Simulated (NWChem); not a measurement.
System meant: CH₃BiF₂; SMILES [F][Bi]([F])[CH3]

Here is an NWChem input.

```
start job
memory heap 200 mb stack 900 mb global 1100 mb
geometry units angstroms noautoz
  Bi     0.081600    -0.204341     0.221203
  F      0.894101    -1.248815    -1.325111
  F      0.651596     1.638834    -0.426791
  C     -1.917479    -0.054213    -0.801053
  H     -2.018908     0.987331    -1.137245
  H     -2.745837    -0.330427    -0.133150
  H     -1.875920    -0.727289    -1.669025
end
basis spherical
  Bi library def2-svp
  F library def2-svp
  C library def2-svp
  H library def2-svp
end
dft
  xc xpbe96 cpbe96
  iterations 150
  mulliken
end
task dft energy
```

End of the output:

```
          Convergence Information
          -----------------------
          Convergence aids based upon iterative change in
          total energy or number of iterations.
          Levelshifting, if invoked, occurs when the
          HOMO/LUMO gap drops below (HL_TOL):  1.00D-02
          DIIS, if invoked, will attempt to extrapolate
          using up to (NFOCK): 10 stored Fock matrices.

                    Damping( 0%)  Levelshifting(0.5)       DIIS
                  --------------- ------------------- ---------------
          dE  on:    start            ASAP                start
          dE off:    2 iters        150 iters           150 iters

      Screening Tolerance Information
      -------------------------------
          Density screening/tol_rho:  1.00D-10
          AO Gaussian exp screening on grid/accAOfunc:  14
          CD Gaussian exp screening on grid/accCDfunc:  20
          XC Gaussian exp screening on grid/accXCfunc:  20
          Schwarz screening/accCoul:  1.00D-08

      Superposition of Atomic Density Guess
      -------------------------------------

      charge =      83.0 Bi (Bismuth)

      symmetry species            s     p     d     f
      number of basis functions =10     7     6     0
      number of cont. functions = 4     4     2     0
      number of closed shells   = 6     4     3     1
      number of open shells     = 0     1     0     0
      open shell occupation     = 0     3     0     0
 ------------------------------------------------------------------------
 atomscf:atomd: error in atom scf                   0
 ------------------------------------------------------------------------
 ------------------------------------------------------------------------
  current input line :
    23: task dft energy
 ------------------------------------------------------------------------
 ------------------------------------------------------------------------
 This error has not yet been assigned to a category
 ------------------------------------------------------------------------
 For more information see the NWChem manual at https://nwchemgit.github.io

0:atomscf:atomd: error in atom scf:Received an Error in Communication
```

Task: What is wrong, and how is it mended?

Result: The program stopped with an error. Cause: the def2 basis of a heavy element holds valence functions alone and wants its effective core potential (without it all electrons must fit into that basis). This input runs:
```
start job
memory heap 200 mb stack 900 mb global 1100 mb
geometry units angstroms noautoz
  Bi     0.081600    -0.204341     0.221203
  F      0.894101    -1.248815    -1.325111
  F      0.651596     1.638834    -0.426791
  C     -1.917479    -0.054213    -0.801053
  H     -2.018908     0.987331    -1.137245
  H     -2.745837    -0.330427    -0.133150
  H     -1.875920    -0.727289    -1.669025
end
basis spherical
  Bi library def2-svp
  F library def2-svp
  C library def2-svp
  H library def2-svp
end
ecp
  Bi library def2-ecp
end
dft
  xc xpbe96 cpbe96
  iterations 150
  mulliken
end
task dft energy
```
It converges to -453.85766 Ha (PBE/def2-SVP with def2 effective core potentials on Bi).
